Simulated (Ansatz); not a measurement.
System: GaF3, net charge 0, singlet state. 
Structure (B3LYP-D3(BJ)/def2-TZVP (Ansatz, a program for electronic structure) minimum search):
SMILES: [F][Ga]([F])[F]
```xyz
4

Ga     0.0000     0.0000     0.0000
F     -1.4753    -0.9106     0.0081
F      0.0167     1.6178    -0.6231
F      1.4586    -0.7072     0.6150
```
Charge 0, spin multiplicity 1.

Total electronic energies in hartree. Correlated levels leave the core frozen unless marked. Spin-orbit coupling is left out. The frozen core is the preceding noble-gas configuration, with the filled d and f shells of earlier blocks. No relativistic terms. CBS(X,Y): correlation extrapolated as X^-3; Hartree-Fock from the larger set. [CCSD(T)-MP2]/basis is that difference in the basis named.

| level | program | energy (Eh) |
|---|---|---|
| HF/6-31G* | Ansatz | -2221.40336 |
| RI-HF/cc-pVTZ | Ansatz | -2221.84520 |
| RI-HF/cc-pVQZ | Ansatz | -2221.87924 |
| BLYP-D3(BJ)/def2-TZVPD | Ansatz + dftd3 | -2224.70460 |
| PBE0-D3(BJ)/def2-TZVP | Ansatz + dftd3 | -2224.10232 |
| PBE0-D4/def2-TZVP | Ansatz + dftd4 | -2224.10281 |
| PBE0/def2-TZVP | Ansatz | -2224.10114 |
| r2SCANh/def2-TZVPD | Ansatz | -2224.48544 |
| B2GP-PLYP/def2-TZVPD | Ansatz | ___ |
| RI-MP2/aug-cc-pVTZ | Ansatz | -2222.71758 |
| SCS-MP2/STO-3G | Ansatz | -2195.08891 |
| SCS-MP2/6-31G* | Ansatz | -2221.96437 |
| CCSD/cc-pVDZ | Ansatz | -2222.29634 |
| CCSD(T)/STO-3G | Ansatz | -2195.11553 |
| RI-MP2/CBS(aug-cc-pVTZ,aug-cc-pVQZ)+[CCSD(T)-MP2]/aug-cc-pVTZ | Ansatz | -2222.8761 |

### Question
Some entries are withheld; supply them.

### Answer

- B2GP-PLYP/def2-TZVPD, energy (Eh): -2223.89645
